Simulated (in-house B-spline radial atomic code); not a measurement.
## RPA and G0W0 on PBE: Kr VIII (Kr7+)

Configuration [Ar] 3d10 4s1, highest spin, mean-field start PBE. Computed with an all-electron radial atomic-structure program (B-spline basis): all electrons, scalar-relativistic (spin-free one-electron X2C), finite nucleus, each spin shell either full or empty, empty states to l = 9 with an (l + 1/2)⁻⁴ tail; G0W0 by contour deformation at full frequency.

Command:
```bash
python run_gw.py task.json out
```
Settings (radii: box in bohr, nucleus in fm):
```
Z                        36
electrons                29
configuration            [Ar] 3d10 4s1
hamiltonian              x2c
method                   pbe,pbe
lmax                     9
rms_radius               4.1884
spin_polarised           True
box_radius               8.41
intervals                67
ion_configuration        [Ar] 3d10
```

Cost of the run: 7.9 s on 1 thread of Arm Neoverse N1, on a shared host.

Energies (hartree):

| term | value |
| --- | --- |
| mean-field total | -2775.92257 |
| Hartree-Fock functional on these orbitals | -2774.70489 |
| direct second order | -2.5001 |
| second-order exchange | 0.73766 |
| SOSEX correction | 0.68743 |

Q: What is the RPA correlation energy, and what remains with SOSEX?

A: RPA gives -2.2218 hartree (-2.08 eV per electron); RPA + SOSEX gives -1.5343, and the second-order doubles -1.7624 hartree (no singles). SOSEX takes back 31 % of the RPA value.

Quasi-particle levels (eV):

| level | occupied | mean field | Σx - vxc | Σc | QP weight | G0W0 |
| --- | --- | --- | --- | --- | --- | --- |
| 4s up | yes | -119.46 | -5.55 | ? | ? | ? |
| 3d down | yes | -193.67 | -21.19 | 3.06 | 0.958 | -211.81 |
| 3d up | yes | -194.06 | -21.14 | 3.06 | 0.954 | -212.14 |
| 4s down | no | -117.23 | 10.69 | -2.89 | 0.961 | -109.43 |

G0W0 = mean field + (Σx - vxc) + Σc, with Σc (partial-wave tail included) taken at the quasi-particle energy. Only the outer levels were computed. Levels of low weight are left out.

Q: Where does G0W0 put 4s up?

A: At -127.02 eV, with Σc = -2.01 eV and a quasi-particle weight of 0.977. The tabulated removal energy is 125.802 ± 0.003 eV (NIST, measured); the calculation leaves out spin-orbit coupling, Breit and QED terms, and what these don't explain is the method's own error.

Q: What does it cost to remove one electron (to [Ar] 3d10) by differences of total energies, each species on its own start (correlation terms add to the Hartree-Fock functional)?

A: PBE 127.29 eV, Hartree-Fock functional 124.62 eV, + RPA 126.58 eV, + RPA + SOSEX 125.75 eV, + second order 126.17 eV. Tabulated: 125.802 ± 0.003 eV (NIST, measured); the calculation leaves out spin-orbit coupling, Breit and QED terms, and what these don't explain is the method's own error.
